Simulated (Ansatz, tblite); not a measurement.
Cost and result up the ladder for Mg₂Zn₂ (the lowest singlet isomer of a short search) (4 atoms). The state is a singlet with charge 0. Geometry: PBE/def2-SVP.

| atom | x (Å) | y (Å) | z (Å) |
| --- | --- | --- | --- |
| Mg1 | -1.6404 | -0.1916 | 0.7694 |
| Mg2 | 0.9390 | 1.4741 | 0.5148 |
| Zn3 | 0.8840 | -1.3191 | 0.3261 |
| Zn4 | -0.1826 | 0.0366 | -1.6103 |

Ansatz on 2 threads of Arm Neoverse V1 on a shared host; xTB runs through tblite on one thread. Times are rough, summed over both states, and most runs start from the orbitals of an earlier one. ωB97M-V/def2-TZVP serves as the yardstick here, not as an exact answer. The other state is a quintet at its own geometry, which has other bonds, so the gap mixes isomer and spin.

The xTB rows come from tblite. HSE06 is defined as in plane-wave codes, on full-range PBE exchange. Correlated methods freeze 20 core orbitals; core or outer-core shells of Mg are correlated, in sets that lack core-valence functions. The structure comes from a short search, and lower isomers may exist.

Run but left out: GFN2-xTB (tight binding far off the other levels); HF/STO-3G (singlet: restricted singlet, unstable in another Hartree–Fock run and untested here); HF/def2-TZVP (singlet: restricted singlet, unstable towards broken spin symmetry).

Correlated methods converge slowly with the basis.

xTB has no spin-polarisation term.

| level | functions | wall time |
| --- | --- | --- |
| GFN1-xTB | 16 | 0.007 s |
| PBE/def2-TZVP | 160 | 12 s |
| RPA@PBE/def2-TZVP | 160 | 22 s |
| HSE06/def2-TZVP | 160 | 23 s |
| PBE0/def2-TZVP (with forces) | 160 | 25 s |
| r2SCAN/def2-TZVP | 160 | 32 s |
| r2SCAN0/def2-TZVP | 160 | 39 s |
| B97M-V/def2-TZVP | 160 | 46 s |
| ωB97M-V/def2-TZVP | 160 | 79 s |

(1) Estimate what each level gives for the quintet − singlet (eV).

Answers

(1) 
```csv
level,quintet − singlet (eV),difference from ωB97M-V/def2-TZVP (eV)
GFN1-xTB,8.33,4.78
PBE/def2-TZVP,3.12,-0.43
RPA@PBE/def2-TZVP,3.09,-0.46
HSE06/def2-TZVP,2.96,-0.59
PBE0/def2-TZVP (with forces),2.95,-0.60
r2SCAN/def2-TZVP,2.62,-0.93
r2SCAN0/def2-TZVP,2.60,-0.95
B97M-V/def2-TZVP,3.15,-0.40
ωB97M-V/def2-TZVP,3.55,0.00
```
